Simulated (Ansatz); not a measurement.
Ansatz (a first-principles code) input:

Ansatz 0.2 input:
```yaml
crystal:
  periodic: [false, false, false]
  atoms:
    - {symbol: C, position_ang: [-2.74580780, -0.62410298, -0.44621749]}
    - {symbol: C, position_ang: [-1.55166197, 0.03437688, 0.23800831]}
    - {symbol: C, position_ang: [-0.26182061, -0.15429577, -0.56306513]}
    - {symbol: C, position_ang: [0.94821232, 0.55620123, -0.03081922]}
    - {symbol: C, position_ang: [2.23192946, 0.40746550, -0.79009125]}
    - {symbol: O, position_ang: [1.18481100, -0.07677074, 1.44513193]}
    - {symbol: H, position_ang: [-2.59357375, -1.69865528, -0.56488593]}
    - {symbol: H, position_ang: [-3.65238228, -0.48011831, 0.14003765]}
    - {symbol: H, position_ang: [-2.91727063, -0.19775165, -1.43616559]}
    - {symbol: H, position_ang: [-1.43427877, -0.37742555, 1.24397570]}
    - {symbol: H, position_ang: [-1.73841208, 1.10447227, 0.36397448]}
    - {symbol: H, position_ang: [-0.39636295, 0.24950048, -1.57309016]}
    - {symbol: H, position_ang: [-0.03163180, -1.21647740, -0.71089481]}
    - {symbol: H, position_ang: [0.73556068, 1.57943068, 0.27182404]}
    - {symbol: H, position_ang: [3.07496941, 0.87801718, -0.28195470]}
    - {symbol: H, position_ang: [2.10963562, 0.92442185, -1.74477500]}
    - {symbol: H, position_ang: [2.46178126, -0.63663556, -1.00583354]}
    - {symbol: H, position_ang: [2.01600122, 0.21864012, 1.85870004]}
    - {symbol: H, position_ang: [1.16236780, -1.05112203, 1.43114127]}
basis:
  gaussian:
    orbitals: def2-TZVPD
hamiltonian:
  xc: {name: HSE06}
total_charge: 1
output: {forces: true}
```

### Question
What final total energy does it print?

### Answer
-273.06346 Eh (HSE06/def2-TZVPD). The basis has 342 functions.

It need not be the lowest isomer of its formula.
